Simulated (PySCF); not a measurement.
Isomers C₄H₁₂O₂Si₃:

A. SMILES CC#C[Si@H](O[SiH3])O[SiH2]C
B. `C(/C)(=C/C(=O)O)[SiH]([SiH3])[SiH3]`
C. SMILES O=C1OCC[SiH2]C1([SiH3])[SiH3]

Spectrum 1. $^{1}$H NMR (300 MHz, computed): δ 6.59 (s, 1H), 6.01 (br s, 1H), 4.36 (sept, 1H), 3.59 (d, 6H), 2.64 (s, 3H). $^{13}$C{$^{1}$H} NMR (computed): δ 176.1 (C), 169.9 (C), 132.4 (CH), 23.3 (CH3).

Spectrum 2. $^{1}$H NMR (300 MHz, computed): δ 4.61 (m, 2H), 4.41 (m, 2H), 4.25 (s, 6H), 1.14 (m, 2H). $^{13}$C{$^{1}$H} NMR (computed): δ 185.9 (C), 67.0 (CH2), 10.8 (CH2), 7.6 (C).

Spectrum 3. $^{1}$H NMR (300 MHz, computed): δ 5.36 (m, 1H), 5.21 (m, 1H), 5.17 (s, 3H), 4.62 (s, 1H), 2.05 (s, 3H), 0.46 (m, 3H). $^{13}$C{$^{1}$H} NMR (computed): δ 106.8 (C), 86.4 (C), 5.5 (CH3), 1.0 (CH3).

Single conformer, rapidly exchanging positions averaged, non-relativistic Hamiltonian, isolated molecule. GFN2-xTB geometry; shieldings: GIAO PBE0/pcSseg-1; PySCF 2.14.

Scale: $^{1}$H, $^{13}$C vs TMS (reference shieldings calculated alike). Where no couplings were computed, multiplicities follow the n + 1 count of equivalent neighbours, and m marks all less simple cases (inequivalent or close neighbours, rings, F or P nearby). Acid and N–H amide carbonyl carbons lie up to 10 ppm further downfield in solution (hydrogen bonding). Shifts are as computed. Against solution values, carbons near 30 ppm lie about +3 ppm off and those near 130 ppm about +5 ppm. Of 1309 compounds with measured shifts, 239 miss one by over three times the rms of a fit or turn the order of signals round; such compounds aren't used in these exercises. OH and NH positions are gas-phase values without hydrogen bonding to other molecules.

**Question.** Match each spectrum to its structure.

**Answer.** 1–B, 2–C, 3–A.

- Spectrum 1 (B): 4 $^{13}$C signals; δC 176.1 is a β carbon of a C=C–C=O unit; δC 169.9 is a carboxylic acid carbon.
- Spectrum 2 (C): 4 $^{13}$C signals; δC 185.9 is an ester carbonyl carbon; δC 67.0 is an sp3 CH2 bonded to O.
- Spectrum 3 (A): 4 $^{13}$C signals; δC 86.4 is an alkyne carbon; δC 5.5 is a propargylic methyl carbon.
